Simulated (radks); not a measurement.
Results of a calculation; reference values are marked as such.
Effect of the nuclear size on the chlorine ion Cl9+, [He] 2s2 2p4. Level of theory: Dirac Kohn-Sham, relativistic LDA (MacDonald-Vosko exchange, VWN5 correlation), spin-unpolarised, spherical densities, finite nucleus; open shells are shared between the two j in proportion to 2j + 1; Fermi nuclear charge, rms radius 3.3654 fm (a radial shooting solver on a logarithmic mesh with Libxc functionals). The rms radius is varied about that value; shifts are against it.

| rms radius (fm) | total energy shift (eV) | density at nucleus (e/bohr^3) | 1s1/2 shift (meV) | 2s1/2 shift (meV) |
|---|---|---|---|---|
| 2.9077 | -0.00354 | 3580 | -1.48 | -0.126 |
| 3.2308 | -0.00109 | 3573 | -0.458 | -0.039 |
| 3.3654 | 0 | 3570 | 0.000 | 0.000 |
| 3.6851 | 0.00277 | 3564 | 1.16 | 0.099 |
| 4.0116 | 0.00585 | 3558 | 2.45 | 0.209 |

Slopes of the eigenvalues against <r^2> in GHz/fm^2, as finite differences over the two radii next to the reference (eigenvalue slopes, not the field-shift constants of lines): 1s1/2 125, 2s1/2 10.6.
